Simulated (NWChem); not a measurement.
System meant: MoHO3, doublet; SMILES [O]=[Mo]([OH])=[O]

NWChem input:

```
start job
memory heap 200 mb stack 900 mb global 1100 mb
geometry units angstroms noautoz
  Mo     0.001222    -0.049143    -0.220838
  O      1.458910    -0.791285     0.155670
  O     -1.308935    -1.003489     0.211798
  O     -0.184005     1.792372     0.002970
  H      0.338078     2.501856     0.392353
end
basis spherical
  Mo library def2-svp
  O library def2-svp
  H library def2-svp
end
dft
  odft
  mult 2
  xc pbe0
  iterations 150
  mulliken
end
task dft energy
```

End of the output:

```
             Northwest Computational Chemistry Package (NWChem) 7.3.0
             --------------------------------------------------------

 C1  symmetry detected

                             Geometry "geometry" -> ""
                             -------------------------

 Output coordinates in angstroms (scale by  1.889725989 to convert to a.u.)

  No.       Tag          Charge          X              Y              Z
 ---- ---------------- ---------- -------------- -------------- --------------
    1 Mo                  42.0000    -0.00279828    -0.04946449    -0.13478655
    2 O                    8.0000     1.38199081    -0.92557201     0.22878202
    3 O                    8.0000    -1.39448180    -0.90914354     0.23754461
    4 O                    8.0000    -0.03939243     1.78987001     0.16701804
    5 H                    1.0000     0.53259527     2.43627288     0.59427760

 Effective nuclear repulsion energy (a.u.)     356.8476406011

                                 NWChem DFT Module
                                 -----------------

 Summary of "ao basis" -> "ao basis" (spherical)
 ------------------------------------------------------------------------------
       Tag                 Description            Shells   Functions and Types
 ---------------- ------------------------------  ------  ---------------------
 Mo                         def2-svp                11       31   5s3p2d1f
 O                          def2-svp                 6       14   3s2p1d
 H                          def2-svp                 3        5   2s1p

            General Information
            -------------------
          SCF calculation type: DFT
          Wavefunction type:  spin polarized.
          No. of atoms     :     5
          No. of electrons :    67
           Alpha electrons :    34
            Beta electrons :    33
          Charge           :     0
          Spin multiplicity:     2
          Use of symmetry is: off; symmetry adaption is: off
          Maximum number of iterations: 150
          AO basis - number of functions:    78
                     number of shells:    32
          Convergence on energy requested:  1.00D-06
          Convergence on density requested:  1.00D-05
          Convergence on gradient requested:  5.00D-04

              XC Information
              --------------
                         PBE0 Method XC Functional
                     Hartree-Fock (Exact) Exchange  0.250
          PerdewBurkeErnzerhof Exchange Functional  0.750
            Perdew 1991 LDA Correlation Functional  1.000 local
           PerdewBurkeErnz. Correlation Functional  1.000 non-local

             Grid Information
             ----------------
          Grid used for XC integration:  medium
          Radial quadrature: Mura-Knowles
          Angular quadrature: Lebedev.
          Tag              B.-S. Rad. Rad. Pts. Rad. Cut. Ang. Pts.
          ---              ---------- --------- --------- ---------
          Mo                  1.45      123           9.0       590
          O                   0.60       49          10.0       434
          H                   0.35       45          11.0       434
          Grid pruning is: on
          Number of quadrature shells:   315
          Spatial weights used:  Erf1

      Superposition of Atomic Density Guess
      -------------------------------------

 Sum of atomic energies:       -1008.89957783

      Non-variational initial energy
      ------------------------------

 Total energy =   -1014.398725
 1-e energy   =   -2071.534409
 2-e energy   =     700.288044
 HOMO         =      -1.711986
 LUMO         =      -1.646427

     ---------------------------------------------
      Total Density - Mulliken Population Analysis
     ---------------------------------------------

    Atom       Charge   Shell Charges
 -----------   ------   -------------------------------------------------------
    1 Mo  42    43.20   2.01  2.07  2.17  0.34 -0.11  6.06  6.58 -0.56 10.56 -0.18 14.26
    2 O    8     9.08   1.99  1.13  0.67  3.72  1.45  0.12
    3 O    8     9.02   1.99  1.11  0.65  3.72  1.42  0.13
    4 O    8     5.55   1.99  0.93  0.83  1.12  0.66  0.02
    5 H    1     0.15   0.14 -0.00  0.01

     --------------------------------------------
      Spin Density - Mulliken Population Analysis
     --------------------------------------------

    Atom       Charge   Shell Charges
 -----------   ------   -------------------------------------------------------
    1 Mo  42     0.31  -0.00 -0.00 -0.00  0.01  0.00 -0.01  0.34 -0.03 -0.01  0.02 -0.00
    2 O    8     0.06   0.00  0.00 -0.05  0.11  0.01  0.00
    3 O    8     0.15   0.00  0.00  0.00  0.12  0.02  0.00
    4 O    8     0.42   0.00  0.01 -0.12  0.33  0.19  0.00
    5 H    1     0.06   0.06 -0.01  0.01

[...]
```

Q: Find the fault in this run and fix the input.

A: The run ends normally but its numbers are meaningless: the def2 basis of a heavy element holds valence functions alone and wants its effective core potential (without it all electrons must fit into that basis). This input runs:
```
start job
memory heap 200 mb stack 900 mb global 1100 mb
geometry units angstroms noautoz
  Mo     0.001222    -0.049143    -0.220838
  O      1.458910    -0.791285     0.155670
  O     -1.308935    -1.003489     0.211798
  O     -0.184005     1.792372     0.002970
  H      0.338078     2.501856     0.392353
end
basis spherical
  Mo library def2-svp
  O library def2-svp
  H library def2-svp
end
ecp
  Mo library def2-ecp
end
dft
  odft
  mult 2
  xc pbe0
  iterations 150
  mulliken
end
task dft energy
```
It converges to -294.12552 Ha (PBE0/def2-SVP with def2 effective core potentials on Mo, spin-unrestricted). The faulty run gave -1059.412 Ha, with all electrons squeezed into the valence basis.
